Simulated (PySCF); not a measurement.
ORD: `[SiH3][C@@H]1C[C@@H]1[AsH2]`, C₃H₉AsSi

Cartesian coordinates in Å; atom numbers follow the order of the lines, from 1:
```xyz
14

Si   -1.705    0.887    0.530
C    -0.679   -0.624    0.066
C     0.228   -1.264    1.076
C     0.816   -0.525   -0.088
As    1.723    1.185    0.227
H    -3.100    0.453    0.661
H    -1.587    1.904   -0.525
H    -1.221    1.435    1.805
H    -1.164   -1.318   -0.615
H     0.290   -0.806    2.056
H     0.300   -2.344    1.101
H     1.259   -1.144   -0.865
H     1.740    1.563   -1.229
H     3.100    0.597    0.059
```

Level of theory: TDDFT wB97X-D/aug-cc-pVDZ circular dichroism and optical rotation, one conformer, gas phase in PySCF. Geometry: GFN2-xTB.

The calculation is non-relativistic, which matters for the atoms heavier than Zn. Singlets 14 and 15 lie within 0.01 eV of each other, so their separate moments and overlaps can depend on how they mix.

Stereocentres: C2 R, C4 S.

(1) What is the specific rotation at 633, 589.3, 546, 436, 405, 365, 355 nm?

(2) And for the mirror image at 589.3 nm?

(3) What is the molar rotation [Φ] = [α]·M/100 of the geometry above at 589.3 nm?

Answers

(1) [α] in deg dm⁻¹ (g/mL)⁻¹:
| λ (nm) | origin-invariant length gauge | modified velocity gauge | length gauge (centre of mass) | isotropic polarisability (au) |
| --- | --- | --- | --- | --- |
| 633 | -18.9 | -19.2 | -17.7 | 96.2 |
| 589.3 | -22.1 | -22.5 | -20.6 | 96.6 |
| 546 | -26.1 | -26.5 | -24.4 | 97.2 |
| 436 | -43.6 | -44.0 | -40.6 | 99.6 |
| 405 | -51.8 | -52.1 | -48.3 | 100.8 |
| 365 | -66.4 | -66.6 | -62.0 | 102.8 |
| 355 | -71.1 | -71.1 | -66.2 | 103.4 |

(2) +22.1 deg dm⁻¹ (g/mL)⁻¹ (origin-invariant length gauge): the same size and the opposite sign.

(3) With M = 148.11 g/mol, -32.7 deg cm² dmol⁻¹ (origin-invariant length gauge).

The first excitation lies at 6.44 eV (193 nm) with R = -0.4 × 10⁻⁴⁰ esu² cm² (velocity form).
